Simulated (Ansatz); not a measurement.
`[NH2][InH][OH]`, 7 atoms. Charge 0, multiplicity 1. Correlated methods include outer-core shells of In, which these sets cover unevenly. In: def2 effective core potential. Hardware: A = 2 threads of an AMD EPYC 7R13 on a shared host; B = 2 threads of an AMD EPYC 7R13 on a shared host and a share of an NVIDIA H100 80 GB. Correlated methods freeze the cores. Open-shell runs search over several starts.

Problem. Give the basis size and wall time and peak host memory of each of these runs in Ansatz. RKS ωB97M-V/def2-SVP energy [A]; RKS PBE-QIDH (frozen core)/def2-TZVPP energy [A]; RKS ωB97M-V/def2-QZVPP energy [B]; RKS PBE0-D4/def2-QZVPP energy [B]; UKS r2SCAN-D4/def2-TZVPP energy of the cation [A]; direct RPA on PBE orbitals/def2-TZVPP energy [A]; UKS B2PLYP (frozen core)/def2-TZVPP energy of the cation [A]; RHF-CCSD(T)/def2-SVP energy [A]; RKS SPW92 (LDA)/def2-TZVPP energy [A]; UKS PBE0-D4/def2-TZVPP energy of the cation [A]; RKS HSE06 (plane-wave form)-D4/def2-TZVPP energy [A]; RKS PBE0-D4/def2-TZVP frequencies [A]. (Estimate.)

Solution. Computed: Other jobs shared the machine, so times are rough.

```
                                    level                       job  functions  wall time  peak host memory (GiB)
               RKS SPW92 (LDA)/def2-TZVPP                energy [A]        168      1.1 s                    0.21
RKS HSE06 (plane-wave form)-D4/def2-TZVPP                energy [A]        168      3.1 s                    0.39
                     RKS ωB97M-V/def2-SVP                energy [A]         74      3.2 s                    0.35
    direct RPA on PBE orbitals/def2-TZVPP                energy [A]        168      3.6 s                    0.37
                   RKS PBE0-D4/def2-QZVPP                energy [B]        316      3.6 s                    0.89
                     RHF-CCSD(T)/def2-SVP                energy [A]         74      3.6 s                    0.35
    RKS PBE-QIDH (frozen core)/def2-TZVPP                energy [A]        168      3.9 s                    0.38
                   UKS PBE0-D4/def2-TZVPP  energy of the cation [A]        168        5 s                    0.45
                   RKS ωB97M-V/def2-QZVPP                energy [B]        316        6 s                    0.94
                 UKS r2SCAN-D4/def2-TZVPP  energy of the cation [A]        168      8.5 s                    0.35
      UKS B2PLYP (frozen core)/def2-TZVPP  energy of the cation [A]        168       10 s                     0.6
                    RKS PBE0-D4/def2-TZVP           frequencies [A]        136       55 s                    0.35
```
